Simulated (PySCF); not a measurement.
## Electron correlation in Rh⁺ (rhodium, charge +1)

[Kr] 4d7 5s1, high-spin 5F determinant (an excited configuration). All numbers are calculated (PySCF 2.14, scalar relativity by spin-free X2C-1e, in aug-cc-pVTZ-DK). Frozen: [Kr]; 8 electrons correlated.

MP2 pair energies summed by pair of shells (mhartree):

| pair | energy | share (%) |
| --- | --- | --- |
| 4d-4d | -154.48 | 82.4 |
| 4d-5s | -33.08 | 17.6 |

Total MP2 correlation energy: -187.56 mhartree.

Same-spin part -85.55 and opposite-spin part -102.01 mhartree; SCS-MP2 scales them by 1/3 and 6/5 to -150.93 mhartree.
